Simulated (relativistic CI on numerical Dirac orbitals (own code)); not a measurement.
## One change at a time: I25+

Base calculation: Dirac-Coulomb-Breit CI, orbitals from a KLI potential per configuration, a model potential for QED, unscaled Slater integrals.

Configurations in the expansion (outside the closed core [Ne]): 3s2 3p6 3d10, 3s2 3p6 3d9 4s, 3s2 3p6 3d9 4p, 3s2 3p6 3d9 4d, 3s2 3p6 3d9 4f, 3s2 3p5 3d10 4s, 3s2 3p6 3d8 4s2, 3s2 3p5 3d10 4p, 3s2 3p6 3d8 4s 4p, 3s2 3p6 3d9 5s, 3s2 3p6 3d8 4p2, 3s2 3p6 3d9 5p, 3s2 3p6 3d8 4s 4d, 3s2 3p5 3d10 4d, 3s 3p6 3d10 4s, 3s2 3p6 3d9 5d. Levels of other configurations are missing.

Variants: (1) QED terms removed; (2) configuration mixing switched off. Shifts of the energy above 3s2 3p6 3d10 1S_0, in eV, for the lowest level and the first level of each name with at least 55 % of one term (blank where a level changes its place among those of its configuration and J or its character, or is not in the variant):

```csv
Level,Base,Δ(1),Δ(2)
3s2 3p6 3d10 1S_0,0.000,0.000,0.000
3s2 3p6 3d9 4s 3D_3,551.928,-0.365,+0.216
3s2 3p6 3d9 4s 3D_1,564.137,-0.401,+0.207
3s2 3p6 3d9 4p 3P°_2,602.647,-0.035,+0.313
3s2 3p6 3d9 4p 3F°_2,615.092,-0.069,+0.133
3s2 3p6 3d9 4p 3F°_4,619.545,-0.063,+0.141
3s2 3p6 3d9 4p 1D°_2,621.118,-0.063,+0.141
3s2 3p6 3d9 4p 1P°_1,621.707,-0.065,+0.333
3s2 3p6 3d9 4p 3D°_3,622.621,-0.063,+0.024
3s2 3p6 3d9 4p 3P°_0,629.624,-0.099,+0.418
3s2 3p6 3d9 4p 3D°_1,632.910,-0.097,
3s2 3p6 3d9 4p 3D°_2,634.383,-0.098,+0.040
3s2 3p6 3d9 4d 3S_1,698.772,-0.027,+0.897
3s2 3p6 3d9 4d 3G_5,705.186,-0.034,-0.056
```

At this charge energies of transitions that change n are usually good to better than 1 %, and those within a shell (Δn = 0) to a few per cent.

Ionisation energy from the two ground configurations alone: base 1397.58 eV. The NIST ASD value (theoretical) is 1397 eV.

LS names give the leading component of a level, which can be under half, so a name can repeat, a term be missing and a line seem to break the LS rules.
